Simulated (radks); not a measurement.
Spherical quantum dot in the effective-mass picture: electrons in a hard-walled sphere of radius 1.8, with a point charge +1 (a donor) at the centre, all in effective atomic units (hartree* = m*/eps^2 hartree, bohr* = eps/m* bohr), one dielectric constant everywhere. Method: non-relativistic Kohn-Sham, PBE, spin-polarised, spherical densities; computed with a radial shooting solver with Libxc functionals. Levels are named by radial order and angular momentum (1s, 1p, 1d, 2s, ...), and open shells are averaged over m. Results are scaled to m* = 0.1 and eps = 16.2, for which hartree* = 10.37 meV and bohr* = 8.573 nm.

N = 22, configuration 1s2 1p6 1d10 2s2 1f(up 2, down 0). This is the lowest configuration that the search found. Occupied and some empty levels:

| level | occupation | eigenvalue (meV) | <r> (nm) |
|---|---|---|---|
| 1s up | 1 | 177.12 | 9.195 |
| 1s down | 1 | 177.59 | 9.158 |
| 1p up | 3 | 188.46 | 10.14 |
| 1p down | 3 | 189.04 | 10.12 |
| 1d up | 5 | 205.13 | 10.69 |
| 1d down | 5 | 205.77 | 10.68 |
| 2s up | 1 | 221.88 | 6.847 |
| 2s down | 1 | 222.11 | 6.867 |
| 1f up | 2 | 226.80 | 11.09 |
| 1f down | 0 | 227.47 | 11.08 |
| 1g up | 0 | 253.10 | 11.41 |
| 1g down | 0 | 253.81 | 11.41 |
| 2p up | 0 | 256.12 | 8.039 |
| 2p down | 0 | 256.39 | 8.041 |
| 2d up | 0 | 291.71 | 8.777 |
| 2d down | 0 | 292.06 | 8.774 |

Energy (meV): total 2581.82, kinetic 1087.9, external -222.87, Hartree 1919.4, exchange-correlation -202.64.
